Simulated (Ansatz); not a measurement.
Compare A (`S[CH](S)[GeH3]`) with its isomer B (`SC[S][GeH3]`).

Computed with Ansatz on PBE0-D4/def2-TZVP structures; ΔE is electronic, products minus reactants. CCSD(T)/CBS adds triple-zeta CCSD(T) − MP2 to the extrapolated MP2 energy (def2 sets, frozen cores). Functionals use def2-TZVPP. B3LYP here is the variant with VWN-RPA as its local correlation; programs differ in this. For Ge outer-core shells are correlated without core-valence functions, which leaves a few kJ/mol of doubt a bond. Scalar relativity is left out up to krypton. Each species was taken in one conformer, which may not be the lowest.

Problem. Which is lower in electronic energy at CCSD(T)/CBS, and by how much? (Best estimate.)

Solution. Computed: B, by 13.7 kcal/mol.

Problem. Give E(B) − E(A) in kcal/mol with CCSD/def2-TZVPP, CCSD(T)/def2-TZVPP, PBE0-D4, HF/def2-TZVPP, r2SCAN-D4, MP2/def2-TZVPP, B3LYP. (Best estimate.)

Solution. Computed: CCSD/def2-TZVPP -14.1, CCSD(T)/def2-TZVPP -13.9, PBE0-D4 -15.4, HF/def2-TZVPP -16.9, r2SCAN-D4 -15.4, MP2/def2-TZVPP -13.7, B3LYP -15.6. None reverses the order clearly.

Largest T1 diagnostic: 0.012.

In def2-TZVPP, CCSD(T) changes the Hartree–Fock value by +3.0 kcal/mol (the triples alone add +0.2 kcal/mol) and MP2 by +3.1 kcal/mol.
